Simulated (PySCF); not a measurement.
**input.py for BeCd**

The script input.py:

```python
from pyscf import gto, scf, mp

mol = gto.M(
    atom='Be 0 0 0; Cd 0 0 2.714',
    basis='def2-tzvp',
    ecp={'Cd': 'def2-tzvp'},
    charge=0,
    spin=0,
    verbose=4,
)
mf = scf.RHF(mol)
mf.kernel()
mp.MP2(mf).kernel()
mf.dip_moment()
print('orbital energies (hartree):', mf.mo_energy[..., max(0, mol.nelec[1]-3):mol.nelec[0]+3].round(4))
```

```bash
$ OMP_NUM_THREADS=1 python input.py
```

The log:

```
PySCF version 2.14.0

[INPUT] verbose = 4
[INPUT] num. atoms = 2
[INPUT] num. electrons = 24
[INPUT] charge = 0
[INPUT] spin (= nelec alpha-beta = 2S) = 0
[INPUT] symmetry False subgroup None
[INPUT] Mole.unit = angstrom
[INPUT] Symbol           X                Y                Z      unit          X                Y                Z       unit  Magmom
[INPUT]  1 Be     0.000000000000   0.000000000000   0.000000000000 AA    0.000000000000   0.000000000000   0.000000000000 Bohr   0.0
[INPUT]  2 Cd     0.000000000000   0.000000000000   2.714000000000 AA    0.000000000000   0.000000000000   5.128716702070 Bohr   0.0

nuclear repulsion = 15.5984439475313
number of shells = 23
number of NR pGTOs = 93
number of NR cGTOs = 59
basis = def2-tzvp
ecp = {'Cd': 'def2-tzvp'}

******** <class 'pyscf.scf.hf.RHF'> ********
method = RHF
initial guess = minao
damping factor = 0
level_shift factor = 0
DIIS = <class 'pyscf.scf.diis.CDIIS'>
diis_start_cycle = 1
diis_space = 8
diis_damp = 0
SCF conv_tol = 1e-09
SCF conv_tol_grad = None
SCF max_cycles = 50
direct_scf = True
direct_scf_tol = 1e-13
Set gradient conv threshold to 3.16228e-05
Initial guess from minao.
init E= -168.7512401531
  HOMO = -0.583504005692776  LUMO = -0.392644264727968  gap/eV = 5.19356
cycle= 1 E= -180.571993787857  delta_E= -11.8  |g|= 2.51  |ddm|= 5.37
  HOMO = -0.106486305166492  LUMO = 0.0264463377489853  gap/eV = 3.61728
cycle= 2 E= -180.830192282408  delta_E= -0.258  |g|= 2.17  |ddm|= 4.09
  HOMO = -0.21633170261262  LUMO = 0.0221496795367102  gap/eV = 6.48941
cycle= 3 E= -181.437169882791  delta_E= -0.607  |g|= 0.102  |ddm|= 1.39
  HOMO = -0.234482527600325  LUMO = 0.0270624875643745  gap/eV = 7.11700
cycle= 4 E= -181.441233395764  delta_E= -0.00406  |g|= 0.0295  |ddm|= 0.305
  HOMO = -0.235791717721299  LUMO = 0.0273727073172632  gap/eV = 7.16107
cycle= 5 E= -181.441498275094  delta_E= -0.000265  |g|= 0.00813  |ddm|= 0.0598
  HOMO = -0.236710851730882  LUMO = 0.0270003541398533  gap/eV = 7.17595
cycle= 6 E= -181.441546205634  delta_E= -4.79e-05  |g|= 0.00152  |ddm|= 0.043
  HOMO = -0.236769890756216  LUMO = 0.0271102757297336  gap/eV = 7.18055
cycle= 7 E= -181.441547771162  delta_E= -1.57e-06  |g|= 0.000438  |ddm|= 0.00684
  HOMO = -0.236773082719305  LUMO = 0.027198750137544  gap/eV = 7.18304
cycle= 8 E= -181.44154793769  delta_E= -1.67e-07  |g|= 6.06e-05  |ddm|= 0.00251
  HOMO = -0.236778377313228  LUMO = 0.0271988371067174  gap/eV = 7.18319
cycle= 9 E= -181.441547940738  delta_E= -3.05e-09  |g|= 1.39e-05  |ddm|= 0.000297
  HOMO = -0.23677742855734  LUMO = 0.0271996558373801  gap/eV = 7.18318
cycle= 10 E= -181.441547941005  delta_E= -2.67e-10  |g|= 3.42e-06  |ddm|= 9.83e-05
  HOMO = -0.236777470507265  LUMO = 0.0271993556246925  gap/eV = 7.18318
Extra cycle  E= -181.441547941019  delta_E= -1.43e-11  |g|= 1.58e-06  |ddm|= 1.94e-05
converged SCF energy = -181.441547941019

******** <class 'pyscf.mp.mp2.RMP2'> ********
nocc = 12, nmo = 59
E(RMP2) = -182.005234115284  E_corr = -0.563686174264786
E(SCS-RMP2) = -181.965104882854  E_corr = -0.523556941835032
E_corr(same-spin) = -0.176384385326205
E_corr(oppo-spin) = -0.387301788938581
Dipole moment(X, Y, Z, Debye):  0.00000,  0.00000,  0.30716
orbital energies (hartree): [-0.73   -0.37   -0.2368  0.0272  0.0286  0.0286]
```

In short: E(SCF) = -181.441548 Eh, 10 cycles, E(MP2) − E(SCF) = -0.56369 Eh, μz(SCF) = 0.31 D.

Hardware: Arm Neoverse V1, 1 thread, shared host. Wall time 0.99 s.

Stability towards an unrestricted solution was not tested. The bond length is a typed value, not an optimised one.
